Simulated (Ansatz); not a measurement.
C₂H₆Cl₃FMoO₂ (`C[O][Mo]([F])([Cl])([Cl])([Cl])[O]C`). Total charge 0; spin multiplicity 1. Correlated methods include outer-core shells of Mo, which these sets cover unevenly. Mo: def2 effective core potential.

```xyz
15

C    -0.6801   -1.5426   -2.2161
O    -0.6317   -0.7888   -1.0465
Mo    0.3825    0.4709   -0.2254
F    -1.0104    1.6749    0.1319
Cl    2.1619   -0.9366   -0.6802
Cl    0.5031    1.5571   -2.2678
Cl    1.9512    1.9889    0.5493
O     0.1127   -0.0412    1.4959
C    -0.1383    0.5801    2.7197
H     0.2203   -2.1662   -2.2609
H    -1.5766   -2.1641   -2.1987
H    -0.6933   -0.8612   -3.0737
H    -0.9893    1.2586    2.6001
H     0.7474    1.1565    3.0082
H    -0.3595   -0.1862    3.4640
```

Give the diagnostics of a CCSD(T)/def2-TZVPP run (frozen core, the Gaussian-basis code of Ansatz). (An estimate is asked.)

The calculation gave: T1 = 0.0249, largest single amplitude 0.061, largest double 0.023, (T) share of the correlation energy 5.4 %, 15 CCSD cycles. The RHF solution is stable towards an unrestricted one. T1 lies over the customary mark of 0.02 for closed shells; compounds of d metals often pass it without a breakdown.
